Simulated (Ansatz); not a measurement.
```yaml
atoms:
  - { symbol: Nb, position_ang: [0.0000, 0.0000, 0.0000] }
  - { symbol: Cl, position_ang: [0.0000, 0.0000, 2.4472] }
```

Basis set: pcseg-2 on Cl; def2-TZVPP on Nb (spherical functions, with the set's core potentials past Kr). Some runs use density fitting. Charge 0, multiplicity 1.

Computed with Ansatz (development build ahead of 0.2.0); each method stands on the lowest determinant of its kind that the runs found. Restricted functionals stand beside restricted open-shell atoms, which can lie above the unrestricted atoms usual in DFT and then raise those values.

The atomization energy at this shape (free ground-state atoms in the same class of orbitals less the molecule, no zero-point energy) of singlet NbCl:

```json
{"method": "r²SCAN (unrestricted)", "atomization energy": "3.43 eV"}
```

**Question.** What does r²SCAN (restricted) give?

**Answer.** 2.06 eV. Caution: another spin multiplicity may lie lower. Caution for r²SCAN (unrestricted): the unrestricted determinant is a mixture of spin states. Caution for r²SCAN (restricted): an unrestricted determinant lies well below.

The shape needn't be a minimum at these levels.
